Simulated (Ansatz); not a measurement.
Reaction (cleavage of the B–As bond): `[SiH3]CB[AsH2]` + H–F → `FBC[SiH3]` + arsine

Program: Ansatz. Geometries: PBE0-D4/def2-TZVP. ΔE: electronic, gas phase. CCSD(T)/CBS adds triple-zeta CCSD(T) − MP2 to the extrapolated MP2 energy (def2 sets, frozen cores). This one scheme is used for every species. DFT in def2-TZVPP. For As outer-core shells are correlated without core-valence functions, which leaves a few kJ/mol of doubt a bond. Scalar relativity is left out up to krypton. Each species was taken in one conformer, which may not be the lowest.

```csv
level,ΔE (kcal/mol)
r2SCANh-D4,-30.6
BLYP,-34.6
```

Q: What does CCSD(T)/CBS give? (Best estimate.)

A: Computed: -27.9 kcal/mol. The listed levels differ from it by -2.7, -6.7 kcal/mol.

Largest T1 diagnostic among the species: 0.013.

The D4 term adds +2.8 kcal/mol with B3LYP and +1.6 kcal/mol with PBE0; it sums over pairs of atoms, weighted by their polarisabilities, and B3LYP, whose exchange is more repulsive, gets the larger term. In def2-TZVPP, CCSD(T) changes the Hartree–Fock value by +7.6 kcal/mol (the triples alone add +1.0 kcal/mol) and MP2 by +9.3 kcal/mol. Leaving LDA and LC-ωPBE aside and taking each functional with its dispersion term where it has one, the values, not all of them listed here, spread over 6.3 kcal/mol, from CAM-B3LYP-D4 to revPBE-D4.

B3LYP here is the variant with VWN-RPA as its local correlation; programs differ in this.
